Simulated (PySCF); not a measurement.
**Bi (bismuth, neutral): UHF calculation**

Configuration: [Xe] 4f14 5d10 6s1 6p4, high-spin 4P determinant (an excited configuration). Computed with PySCF 2.14 in x2c-QZVPPall, with the spin-free X2C one-electron Hamiltonian (Gaussian nucleus).

```
Total energy                                                  : -21529.138073 hartree
One-electron energy                                           : -29432.6541 hartree
Hartree (Coulomb) energy                                      : 8301.1843 hartree
Exchange energy                                               : -397.6682 hartree
⟨S²⟩                                                          : 3.8019
⟨L²⟩                                                          : 2.023
Sum of ⟨r⟩                                                    : 50.78 bohr
Sum of ⟨r²⟩                                                   : 79.24 bohr²
Traceless quadrupole moment −½Σ⟨3z² − r²⟩ along its main axis : -4.94 e·bohr²
Langevin diamagnetic susceptibility                           : -62.8 ×10⁻⁶ cm³/mol
```

```json
{"shell": "1s α", "electrons": "1", "mean orbital energy (hartree)": "-3345.59662", "spread (hartree)": "0", "rms radius, mean of both spins (bohr)": "0.0178"}
{"shell": "1s β", "electrons": "1", "mean orbital energy (hartree)": "-3345.58989", "spread (hartree)": "0", "rms radius, mean of both spins (bohr)": "0.0178"}
{"shell": "2s α", "electrons": "1", "mean orbital energy (hartree)": "-606.98577", "spread (hartree)": "0", "rms radius, mean of both spins (bohr)": "0.0718"}
{"shell": "2s β", "electrons": "1", "mean orbital energy (hartree)": "-606.98246", "spread (hartree)": "0", "rms radius, mean of both spins (bohr)": "0.0718"}
{"shell": "2p α", "electrons": "3", "mean orbital energy (hartree)": "-521.96105", "spread (hartree)": "0.00090", "rms radius, mean of both spins (bohr)": "0.0664"}
{"shell": "2p β", "electrons": "3", "mean orbital energy (hartree)": "-521.95891", "spread (hartree)": "0.00049", "rms radius, mean of both spins (bohr)": "0.0664"}
{"shell": "3s α", "electrons": "1", "mean orbital energy (hartree)": "-149.28884", "spread (hartree)": "0", "rms radius, mean of both spins (bohr)": "0.183"}
{"shell": "3s β", "electrons": "1", "mean orbital energy (hartree)": "-149.28245", "spread (hartree)": "0", "rms radius, mean of both spins (bohr)": "0.183"}
{"shell": "3p α", "electrons": "3", "mean orbital energy (hartree)": "-124.51266", "spread (hartree)": "0.00213", "rms radius, mean of both spins (bohr)": "0.186"}
{"shell": "3p β", "electrons": "3", "mean orbital energy (hartree)": "-124.50822", "spread (hartree)": "0.00009", "rms radius, mean of both spins (bohr)": "0.186"}
{"shell": "3d α", "electrons": "5", "mean orbital energy (hartree)": "-98.24464", "spread (hartree)": "0.00167", "rms radius, mean of both spins (bohr)": "0.170"}
{"shell": "3d β", "electrons": "5", "mean orbital energy (hartree)": "-98.24360", "spread (hartree)": "0.00129", "rms radius, mean of both spins (bohr)": "0.170"}
{"shell": "4s α", "electrons": "1", "mean orbital energy (hartree)": "-35.79227", "spread (hartree)": "0", "rms radius, mean of both spins (bohr)": "0.400"}
{"shell": "4s β", "electrons": "1", "mean orbital energy (hartree)": "-35.78077", "spread (hartree)": "0", "rms radius, mean of both spins (bohr)": "0.400"}
{"shell": "4p α", "electrons": "3", "mean orbital energy (hartree)": "-27.49946", "spread (hartree)": "0.00447", "rms radius, mean of both spins (bohr)": "0.427"}
{"shell": "4p β", "electrons": "3", "mean orbital energy (hartree)": "-27.49185", "spread (hartree)": "0.00098", "rms radius, mean of both spins (bohr)": "0.427"}
{"shell": "4d α", "electrons": "5", "mean orbital energy (hartree)": "-17.54983", "spread (hartree)": "0.00417", "rms radius, mean of both spins (bohr)": "0.453"}
{"shell": "4d β", "electrons": "5", "mean orbital energy (hartree)": "-17.54673", "spread (hartree)": "0.00337", "rms radius, mean of both spins (bohr)": "0.453"}
{"shell": "5s α", "electrons": "1", "mean orbital energy (hartree)": "-6.75892", "spread (hartree)": "0", "rms radius, mean of both spins (bohr)": "0.890"}
{"shell": "5s β", "electrons": "1", "mean orbital energy (hartree)": "-6.73096", "spread (hartree)": "0", "rms radius, mean of both spins (bohr)": "0.890"}
{"shell": "4f α", "electrons": "7", "mean orbital energy (hartree)": "-6.66369", "spread (hartree)": "0.00473", "rms radius, mean of both spins (bohr)": "0.480"}
{"shell": "4f β", "electrons": "7", "mean orbital energy (hartree)": "-6.66095", "spread (hartree)": "0.00397", "rms radius, mean of both spins (bohr)": "0.480"}
{"shell": "5p α", "electrons": "3", "mean orbital energy (hartree)": "-4.32505", "spread (hartree)": "0.01129", "rms radius, mean of both spins (bohr)": "1.01"}
{"shell": "5p β", "electrons": "3", "mean orbital energy (hartree)": "-4.30945", "spread (hartree)": "0.00186", "rms radius, mean of both spins (bohr)": "1.01"}
{"shell": "5d α", "electrons": "5", "mean orbital energy (hartree)": "-1.39350", "spread (hartree)": "0.01532", "rms radius, mean of both spins (bohr)": "1.31"}
{"shell": "5d β", "electrons": "5", "mean orbital energy (hartree)": "-1.36656", "spread (hartree)": "0.00719", "rms radius, mean of both spins (bohr)": "1.31"}
{"shell": "6s α", "electrons": "1", "mean orbital energy (hartree)": "-0.84718", "spread (hartree)": "0", "rms radius, mean of both spins (bohr)": "2.37"}
{"shell": "6p α", "electrons": "3", "mean orbital energy (hartree)": "-0.36105", "spread (hartree)": "0.04064", "rms radius, mean of both spins (bohr)": "3.22"}
{"shell": "6p β", "electrons": "1", "mean orbital energy (hartree)": "-0.20601", "spread (hartree)": "0", "rms radius, mean of both spins (bohr)": "3.22"}
```

Spin-orbit coupling is strong in this species (close to jj coupling), so the high-spin LS determinant is a model state, not a physical level.

Densities and radii are taken from the X2C orbitals without a picture-change correction, which distorts them close to the nucleus.

Spin-orbit constants ζ (cm⁻¹) from the X2C one-electron operator on these orbitals: bare nucleus, nucleus screened by l(l+1)(2l+1)/3 electrons, and screened by the Breit-Pauli mean field of the electrons.

```
shell      bare  screened nucleus  mean field
   2p  11400000          11130000         n/a
   3p   2580000           2518000         n/a
   3d    397400            349500         n/a
   4p    631700            616500         n/a
   4d     87230             76720         n/a
   4f     18710             12400         n/a
   5p    114300            111500         n/a
   5d     10540              9271         n/a
   6p     10120              9875         n/a
```

To first order the Landé constant is A = -3292 cm⁻¹, so the lowest level has J = 5/2 and lies 0.612 eV below the centre of the term. This holds in LS coupling only, and this species is close to jj coupling.
